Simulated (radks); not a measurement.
Results of a calculation; reference values are marked as such.
Neutral ruthenium inside a hard spherical wall (all orbitals vanish at R), configuration held at [Kr] 4d7 5s1 and not refilled when levels cross. Level of theory: scalar-relativistic Kohn-Sham, PBE, spin-unpolarised, spherical densities, finite nucleus; Fermi nuclear charge, rms radius 4.4809 fm (a radial shooting solver on a logarithmic mesh with Libxc functionals). Eigenvalues in eV, with the zero of energy where the potential of the charges vanishes at infinity; a dash marks a level that is unbound or too diffuse for the functional's potential to be trusted. A positive occupied level is held by the wall or, in an anion where self-interaction has pushed it up, behind a barrier. The pressure on the wall is -dE/dV.

R (bohr)  E (hartree)  kinetic (hartree)    e(4s)    e(4p)   e(4d)   e(5s)  e(5p, empty)  e(6s, empty)  pressure (GPa)
free      -4530.67763           4684.984  -76.368  -46.416  -5.203  -4.240        -0.912             -               0
20        -4530.67763           4684.984  -76.368  -46.416  -5.203  -4.240        -0.911             -        < 0.0001
15        -4530.67763           4684.984  -76.368  -46.416  -5.202  -4.239        -0.899         0.403        < 0.0001
10        -4530.67717           4684.988  -76.331  -46.379  -5.167  -4.203        -0.692         2.097          0.0116
7         -4530.66593           4685.061  -75.882  -45.933  -4.751  -3.711         0.473         7.789           0.610
6         -4530.64218           4685.187  -75.253  -45.313  -4.183  -2.957         1.816        13.162            2.61
5         -4530.56385           4685.553  -73.762  -43.861  -2.847  -0.999         4.853        23.899            12.9
4         -4530.27098           4686.763  -70.073  -40.318   0.548   4.692        12.764        48.307            80.4
3.5       -4529.85605           4688.363  -66.412  -36.832   4.122  11.456        21.581        72.776             231
2.5       -4526.34427           4701.439  -49.045  -19.787  23.812  55.436        73.949        198.13            3120
2         -4518.26801           4729.843  -24.778    5.953  55.013  132.29        158.23        376.79           16700
